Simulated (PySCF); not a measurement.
[(1R,2S)-2-fluorocyclopropyl]methanol (C4H7FO), SMILES OC[C@H]1C[C@@H]1F.

Geometry: PBE0-D3(BJ)/def2-SVP. Other conformers were not sampled.

Method: PBE0-D3(BJ)/def2-SVP run with PySCF.

Harmonic, unscaled wavenumbers; measured fundamentals usually lie a few per cent lower.

```tsv
mode	ν (cm⁻¹)	IR (km/mol)	moving atoms (share of kinetic energy)
1	77	3.2	C 32 %, O 30 %, H 27 %, F 11 %
2	174	4.0	C 40 %, O 24 %, F 19 %, H 17 %
3	261	73.4	H 59 %, C 25 %, F 13 %
4	337	63.6	H 62 %, C 28 %
5	364	2.3	C 32 %, O 29 %, F 24 %, H 15 %
6	427	4.5	C 37 %, F 31 %, H 31 %
7	530	17.8	H 42 %, C 38 %, O 15 %
8	811	12.2	H 45 %, C 45 %, F 10 %
9	870	10.9	H 78 %, C 20 %
10	898	4.8	H 50 %, C 44 %
11	981	20.9	C 51 %, H 43 %
12	1009	45.6	H 47 %, C 47 %
13	1040	4.6	H 60 %, C 39 %
14	1092	58.4	H 66 %, C 27 %
15	1106	9.4	C 51 %, H 44 %
16	1113	32.1	H 61 %, C 29 %, O 9 %
17	1153	44.8	C 42 %, H 35 %, O 22 %
18	1211	17.8	C 51 %, H 35 %, F 12 %
19	1240	53.6	H 69 %, C 23 %
20	1249	9.5	H 60 %, C 39 %
21	1336	16.7	H 77 %, C 23 %
22	1374	10.2	H 77 %, C 18 %
23	1405	3.7	H 83 %, C 16 %
24	1432	42.3	H 75 %, C 23 %
25	1484	1.5	H 91 %, C 9 %
26	1520	73.8	C 69 %, H 30 %
27	3009	66.0	H 94 %
28	3101	20.2	H 91 %, C 9 %
29	3156	2.6	H 95 %
30	3163	4.3	H 92 %, C 8 %
31	3176	15.3	H 92 %, C 8 %
32	3260	0.6	H 89 %, C 11 %
33	3883	35.7	H 94 %
```
